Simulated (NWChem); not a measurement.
System: ScH2O2Cl; SMILES [OH][Sc]([OH])[Cl]

```xyz
6

Sc     0.0000     0.0174    -0.4208
Cl     0.0000     0.0179     1.9056
O      0.0000     1.5870    -1.3944
H      0.0000     2.5273    -1.6271
O      0.0000    -1.5954    -1.3442
H      0.0000    -2.0341    -2.2090
```
Atoms are numbered in this order, from 1.

Level: PBE-D3(BJ)/def2-SVP (NWChem), optimised geometry, unscaled harmonic frequencies. 

```
frequency (cm⁻¹)  IR intensity (km/mol)
----------------  ---------------------
68                                 10.8
116                                21.9
146                                46.1
171                               107.5
316                               124.4
362                                89.6
405                                82.6
406                               248.1
719                               131.1
761                               209.5
3813                              154.3
3833                              173.0
```

- zero-point energy = 15.9 kcal/mol
- thermal correction to the enthalpy at 298.15 K (with zero-point energy) = 21.0 kcal/mol
- heat capacity Cv = 21.3 cal/(mol K)
- entropy at 298.15 K and 1 atm (symmetry number 1) = 84.5 cal/(mol K)
- dipole moment = 3.72 D

Rigid rotor and harmonic oscillator; modes under 100 cm⁻¹ make the entropy uncertain.
